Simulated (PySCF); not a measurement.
PySCF 2.14 output of an unrestricted LC-wPBE calculation on a single atom or ion in def2-TZVPPD (7s6p5d1f, 57 functions), with the non-relativistic Hamiltonian (point nucleus):

```
SCF conv_tol = 1e-09
number electrons alpha = 18  beta = 18
    O. A. Vydrov and G. E. Scuseria.,  J. Chem. Phys. 125, 234109 (2006)
cycle= 1 E= -2573.88329529475  delta_E= -0.0093  |g|= 0.106  |ddm|= 0.114
cycle= 2 E= -2573.88389897718  delta_E= -0.000604  |g|= 0.0677  |ddm|= 0.0677
cycle= 3 E= -2573.88438145511  delta_E= -0.000482  |g|= 0.00464  |ddm|= 0.0251
cycle= 4 E= -2573.88438709996  delta_E= -5.64e-06  |g|= 0.000324  |ddm|= 0.00446
cycle= 5 E= -2573.88438721192  delta_E= -1.12e-07  |g|= 5.57e-05  |ddm|= 0.000789
cycle= 6 E= -2573.88438721549  delta_E= -3.57e-09  |g|= 5.79e-06  |ddm|= 0.000201
cycle= 7 E= -2573.88438721558  delta_E= -8.59e-11  |g|= 2.95e-07  |ddm|= 3.92e-05
converged SCF energy = -2573.88438721558  <S^2> = -2.1316282e-14  2S+1 = 1
```

The run itself started from symmetry-adapted Hartree-Fock orbitals and held the occupation by maximum overlap, on a logarithmic radial grid, so the iterations belong to that start.

Question: Which element, charge and spin multiplicity is this?

Answer: Br⁻ (bromine, charge -1), multiplicity 1; the state was [Kr], closed-shell 1S.
